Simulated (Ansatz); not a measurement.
A search over several starts for the lowest SCF solution of AlO₃H₃⁺ at the given spin, in a small basis.

```yaml
crystal:
  periodic: [false, false, false]
  atoms:
    - {symbol: Al, position_ang: [0.000501, 0.000506, -0.000400]}
    - {symbol: O, position_ang: [1.046303, -1.128064, 0.695814]}
    - {symbol: O, position_ang: [-0.498544, 1.348457, 0.886109]}
    - {symbol: O, position_ang: [-0.545590, -0.218913, -1.583370]}
    - {symbol: H, position_ang: [-1.090329, 2.009531, 0.531690]}
    - {symbol: H, position_ang: [1.376967, -1.043370, 1.588198]}
    - {symbol: H, position_ang: [-0.289308, -0.968138, -2.118051]}
basis:
  gaussian: {orbitals: def2-SVP}
total_charge: 1
magnetization: {spin_polarized: true, initial_magnetization: 1}
hamiltonian: {xc: pbe0, dispersion: d4}
output: {orbitals: {seedname: orbitals}}
```

```sh
$ ansatz run in.yaml --threads 4 --pin off --events-out ev --progress --plain --max-ram 3916MiB
```

Shortened log:

```
Functional definition: PBE0
701 factors; integrals over basis functions are off by at most 7.2e-4 eV
mean field evaluation 1: about -12746.4408 eV, gradient 6.9e1 eV
mean field evaluation 2: about -12708.3436 eV, gradient 1.1e2 eV
mean field evaluation 4: about -12762.2731 eV, gradient 1.5e1 eV
mean field evaluation 8: about -12763.3352 eV, gradient 2.5e0 eV
mean field evaluation 16: about -12763.5031 eV, gradient 3.0e-2 eV
mean field evaluation 32: about -12762.8738 eV, gradient 8.2e0 eV
mean field -12763.50316087 eV, -469.0500897489 hartree, gradient 1.7e-5 eV, S^2 0.761252; 6 other end points of the search recorded, 0 dependent functions left out
reference -12763.50318842 eV, -469.0500907612 hartree; 20, 19 occupied and 55, 56 virtual orbitals, 701 factors
Total energy: -12763.57595758 eV, -469.0527649786 hartree
```

Run time 1.8 s (4 threads of Arm Neoverse V2 on a shared host).

The structure comes from a short search, and lower isomers may exist.
